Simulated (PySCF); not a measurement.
Species: AlEt2(CCH), C6H11Al.
Bonds: Al1–C2, Al1–C9, Al1–C16, C2–C3, C9–C10, C16–C17. Hydrogens: H4, H5 on C2; H6, H7, H8 on C3; H11, H12 on C9; H13, H14, H15 on C10; H18 on C17.

Method: PBE0-D3(BJ)/def2-SVP geometry optimisation, gas phase in PySCF; density fitting, grid level 1; the optimiser is geomeTRIC in internal coordinates, started from a GFN2-xTB structure with every atom displaced at random (about 0.03 Å).

Step 0: E = -12978.9610 eV
```
atom  x, y, z in Å  |  force x, y, z in eV/Å
Al1     0.1442    0.0384   -0.0328   -0.946   2.796  -0.244
C2      2.0421    0.0578    0.2912    1.432   1.011  -0.035
C3      2.3450   -1.1586    1.1373    3.338   1.971   1.038
H4      2.5256    0.9888    0.7829   -1.104  -1.044  -0.646
H5      2.6282   -0.0128   -0.6684   -0.486  -0.030   0.372
H6      3.4720   -1.2624    1.2635   -0.886  -0.022  -0.087
H7      2.0018   -1.0580    2.1589   -0.599  -0.143   0.525
H8      2.0459   -2.0449    0.7045   -1.147  -2.470  -0.981
C9     -0.9525    1.8130   -0.3580   -0.153  -2.523  -1.907
C10    -2.3067    1.4351   -1.0277   -0.691   1.910   0.263
H11    -0.4295    2.4773   -1.0515    0.468   0.172  -0.097
H12    -1.1198    2.3806    0.5184   -0.210   0.765   1.541
H13    -3.0058    2.3573   -1.2286    1.091  -1.414   0.537
H14    -2.2002    0.9782   -2.0074    0.330  -0.263  -0.496
H15    -2.8596    0.7048   -0.4317   -0.299  -0.050   0.228
C16    -0.8885   -1.5372    0.0045    0.319  -0.066  -0.080
C17    -1.4731   -2.6026   -0.0079   -0.673  -0.941   0.158
H18    -2.0255   -3.5377    0.0307    0.217   0.338  -0.089
```

Step 1: E = -12979.5739 eV
```
atom  x, y, z in Å  |  force x, y, z in eV/Å
Al1     0.1297    0.1728   -0.0375   -0.186   0.602   0.041
C2      2.0564    0.0666    0.2905    0.249  -0.542   0.105
C3      2.3997   -1.1637    1.1578    0.539   0.261  -0.001
H4      2.4824    0.9791    0.7350   -0.154   0.151   0.131
H5      2.5964   -0.0094   -0.6736   -0.132  -0.068  -0.076
H6      3.4919   -1.2999    1.2865   -0.097   0.086  -0.110
H7      2.0096   -1.0648    2.1834   -0.196  -0.090  -0.049
H8      2.0270   -2.1035    0.7248   -0.171   0.009   0.049
C9     -0.9680    1.7834   -0.3884    0.023  -0.400  -0.258
C10    -2.3108    1.3932   -1.0158   -0.118   0.165  -0.114
H11    -0.4151    2.4518   -1.0731    0.021   0.093   0.091
H12    -1.1378    2.3653    0.5333    0.100   0.025   0.079
H13    -2.9662    2.2644   -1.1832   -0.010   0.045   0.046
H14    -2.1829    0.9219   -2.0053    0.028  -0.061   0.067
H15    -2.8748    0.6772   -0.3963    0.047   0.009  -0.006
C16    -0.8919   -1.4481   -0.0119    0.105  -0.361  -0.044
C17    -1.4796   -2.5207   -0.0306   -0.037   0.131   0.092
H18    -2.0222   -3.4486   -0.0180   -0.011  -0.054  -0.042
```

Step 2: E = -12979.6226 eV
```
atom  x, y, z in Å  |  force x, y, z in eV/Å
Al1     0.0949    0.1420   -0.0325   -0.039   0.069   0.048
C2      2.0277    0.0508    0.2949    0.049  -0.288   0.097
C3      2.4343   -1.1453    1.1694   -0.003   0.043  -0.044
H4      2.4039    0.9919    0.7275   -0.047   0.101   0.046
H5      2.5418   -0.0200   -0.6827   -0.051  -0.004  -0.062
H6      3.5273   -1.2350    1.2765    0.039   0.004  -0.018
H7      2.0260   -1.0594    2.1909   -0.019  -0.039  -0.044
H8      2.0664   -2.1001    0.7532    0.017   0.091   0.062
C9     -0.9579    1.7539   -0.3996   -0.058  -0.059  -0.129
C10    -2.3190    1.4442   -1.0300    0.003   0.037  -0.041
H11    -0.3689    2.4159   -1.0617   -0.007   0.047   0.052
H12    -1.0922    2.3325    0.5353    0.054  -0.039  -0.016
H13    -2.9267    2.3494   -1.1783   -0.052   0.083  -0.013
H14    -2.2127    0.9687   -2.0200   -0.001  -0.005   0.055
H15    -2.9126    0.7510   -0.4132    0.017  -0.005   0.003
C16    -0.8995   -1.5113   -0.0070    0.130  -0.100  -0.029
C17    -1.4790   -2.5884   -0.0231   -0.042   0.083   0.053
H18    -2.0102   -3.5240   -0.0218    0.010  -0.019  -0.021
```

Step 3: E = -12979.6393 eV
```
atom  x, y, z in Å  |  force x, y, z in eV/Å
Al1     0.0630    0.0981   -0.0281   -0.031  -0.041   0.005
C2      1.9976    0.0285    0.3049   -0.064  -0.040   0.079
C3      2.4708   -1.1343    1.1822   -0.123  -0.041  -0.050
H4      2.3253    0.9976    0.7231    0.025   0.001  -0.013
H5      2.4869   -0.0282   -0.6871    0.003   0.019  -0.017
H6      3.5682   -1.1745    1.2695    0.028  -0.014   0.017
H7      2.0630   -1.0668    2.2047    0.041   0.023  -0.005
H8      2.1306   -2.1060    0.7835    0.062   0.063   0.007
C9     -0.9583    1.7299   -0.4150   -0.003  -0.013  -0.045
C10    -2.3334    1.5053   -1.0489    0.021   0.022   0.032
H11    -0.3361    2.3854   -1.0534   -0.008   0.006   0.009
H12    -1.0602    2.2980    0.5314    0.007  -0.042  -0.008
H13    -2.8941    2.4457   -1.1823    0.008  -0.007  -0.013
H14    -2.2511    1.0320   -2.0408   -0.009   0.011   0.002
H15    -2.9585    0.8350   -0.4377   -0.007   0.006   0.002
C16    -0.9004   -1.5759   -0.0008    0.076   0.029  -0.016
C17    -1.4750   -2.6552   -0.0110   -0.039   0.027   0.017
H18    -1.9946   -3.5976   -0.0166    0.011  -0.008  -0.002
```

Problem. Estimate the geometry and energy of step 4. (The exact step hangs on the optimiser's Hessian estimate; all steps are aligned on step 3, rigid shifts and turns removed.)

Solution. E = -12979.6420 eV, largest force 0.080 eV/Å
```
atom  x, y, z in Å  |  force x, y, z in eV/Å
Al1     0.0466    0.0728   -0.0289    0.016  -0.043   0.004
C2      1.9798    0.0237    0.3106   -0.068   0.019   0.038
C3      2.4831   -1.1255    1.1846   -0.042  -0.034  -0.021
H4      2.2897    1.0010    0.7245    0.028  -0.009  -0.014
H5      2.4630   -0.0217   -0.6857    0.012   0.014  -0.003
H6      3.5823   -1.1405    1.2658    0.010  -0.008   0.014
H7      2.0821   -1.0664    2.2096    0.022   0.020   0.005
H8      2.1670   -2.1043    0.7882    0.028   0.013  -0.008
C9     -0.9547    1.7125   -0.4207   -0.004   0.005  -0.034
C10    -2.3338    1.5278   -1.0553    0.008   0.003   0.027
H11    -0.3181    2.3641   -1.0488   -0.005   0.000   0.000
H12    -1.0442    2.2710    0.5323   -0.003  -0.018   0.011
H13    -2.8690    2.4834   -1.1821   -0.004   0.003  -0.012
H14    -2.2643    1.0601   -2.0503   -0.004   0.004  -0.008
H15    -2.9763    0.8700   -0.4485   -0.006   0.007   0.002
C16    -0.9063   -1.6037   -0.0008    0.032   0.016  -0.011
C17    -1.4835   -2.6816   -0.0061   -0.028   0.011   0.007
H18    -2.0000   -3.6258   -0.0106    0.008  -0.002   0.003
```

The energy changes by -0.0027 eV. The first-order estimate −F·Δx gives -0.0045 eV and the mean of the old and new forces, exact on a quadratic surface, -0.0031 eV. The step makes an angle of 82° with the force vector and moves no atom by more than 0.045 Å.

What follows is the cost of the whole optimisation. Time: 68 s wall; peak memory 0.59 GiB. Hardware: one thread, Arm Neoverse V2 (aarch64), no GPU (shared host).
